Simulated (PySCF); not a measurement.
**Correlation energy of Hf⁵⁶⁺ (hafnium, charge +56)**

[Ne] 3s2 3p4, high-spin 3P determinant. Calculation: PySCF 2.14, in an uncontracted even-tempered set (16 s from 14 bohr⁻², ratio 2.5; 10 p from 18 bohr⁻², ratio 2.5; 4 d from 74 bohr⁻², ratio 2.7; 4 f from 110 bohr⁻², ratio 2.7); the non-relativistic Hamiltonian (point nucleus). Frozen: 1s2; 14 electrons correlated; the 17 highest virtual orbitals of each spin left out.

| level | correlation energy (mhartree) |
| --- | --- |
| CCSD | -578.27 |
| (T) | -0.88 |
| CCSD(T) | -579.15 |

Diagnostics: T1 = 0.00048, D1 = 0.0023, largest double amplitude 0.019.

Problem. Is a single reference adequate?

Solution. Yes, within this model without spin-orbit coupling: T1 lies below 0.03 and no double amplitude reaches 0.07.

At this charge a non-relativistic calculation is a model, useful for the Z dependence of the correlation energy.

Spin-orbit coupling is strong in this species, so the high-spin LS determinant is a model state.
